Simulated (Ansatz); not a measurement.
Geometry optimisation, RKS PBE-D4/def2-SVP in Ansatz.

Input:

```yaml
crystal:
  periodic: [false, false, false]
  atoms:
    - { symbol: Al, position_ang: [-0.2251, 0.0387, -1.6737] }
    - { symbol: Cl, position_ang: [0.353, 2.5094, -2.2334] }
    - { symbol: "N", position_ang: [0.0305, -0.4564, -0.0138] }
    - { symbol: C, position_ang: [0.2484, -1.4242, 1.0331] }
    - { symbol: C, position_ang: [-0.1203, 0.9399, 0.4361] }
    - { symbol: H, position_ang: [-0.0086, 1.7738, -0.6687] }
    - { symbol: H, position_ang: [-0.8094, -0.6897, -2.8632] }
    - { symbol: H, position_ang: [-0.5816, -1.4157, 1.7486] }
    - { symbol: H, position_ang: [0.3227, -2.4194, 0.5991] }
    - { symbol: H, position_ang: [1.1734, -1.2083, 1.5795] }
    - { symbol: H, position_ang: [-1.0725, 1.108, 0.9512] }
    - { symbol: H, position_ang: [0.6896, 1.2441, 1.1052] }
basis:
  gaussian: { orbitals: def2-SVP }
hamiltonian:
  xc: pbe
  dispersion: d4
relax:
  f_tol: 0.15
  max_steps: 25
  restrain:
    - { distance: [5, 1], at: 2.63, k: 30.0 }
    - { distance: [0, 4], at: 3.27, k: 30.0 }
    - { distance: [0, 1], at: 2.23, k: 30.0 }
    - { distance: [5, 4], at: 1.07, k: 30.0 }
```

Command:

```bash
$ ansatz run input.yaml --threads 2 --pin off --max-ram 3072MiB --backend cpu --events-out ev --progress --plain --runs-dir out
```

Problem. Where does it end, and by what steps?

Solution. It converged. The restraints hold the end off the free minimum. After 10 steps the energy has fallen by 1.950 eV (the restraints' own energy left out); H7 moved furthest, 1.03 Å. Parted: Al1–C5. Joined: C5–H6.

```json
{"step": "0", "energy less start (eV)": "0.0000", "largest force component (eV/Å)": "2.966", "accepted": "yes"}
{"step": "1", "energy less start (eV)": "-0.4594", "largest force component (eV/Å)": "4.805", "accepted": "yes"}
{"step": "2", "energy less start (eV)": "-0.3863", "largest force component (eV/Å)": "5.143", "accepted": "yes"}
{"step": "3", "energy less start (eV)": "-0.4159", "largest force component (eV/Å)": "4.423", "accepted": "yes"}
{"step": "4", "energy less start (eV)": "-1.0051", "largest force component (eV/Å)": "4.106", "accepted": "yes"}
{"step": "5", "energy less start (eV)": "-1.5078", "largest force component (eV/Å)": "3.044", "accepted": "yes"}
{"step": "6", "energy less start (eV)": "-1.7205", "largest force component (eV/Å)": "2.725", "accepted": "yes"}
{"step": "7", "energy less start (eV)": "-1.8276", "largest force component (eV/Å)": "2.747", "accepted": "yes"}
{"step": "8", "energy less start (eV)": "-1.9084", "largest force component (eV/Å)": "2.456", "accepted": "yes"}
{"step": "9", "energy less start (eV)": "-1.9428", "largest force component (eV/Å)": "2.360", "accepted": "yes"}
{"step": "10", "energy less start (eV)": "-1.9499", "largest force component (eV/Å)": "2.406", "accepted": "yes"}
```

```xyz
12
Properties=species:S:1:pos:R:3
Al -0.099 -0.173 -1.984
Cl -0.174 1.972 -2.482
N 0.020 -0.002 -0.085
C 0.068 -1.239 0.684
C 0.022 1.222 0.863
H -0.037 2.066 0.168
H -0.147 -1.481 -2.871
H -0.776 -1.327 1.411
H 0.020 -2.132 0.022
H 1.009 -1.336 1.281
H -0.863 1.183 1.531
H 0.957 1.248 1.462
```

The run took 24 s on 2 threads of Arm Neoverse V2, with other jobs on the host, peak memory 0.16 GiB.
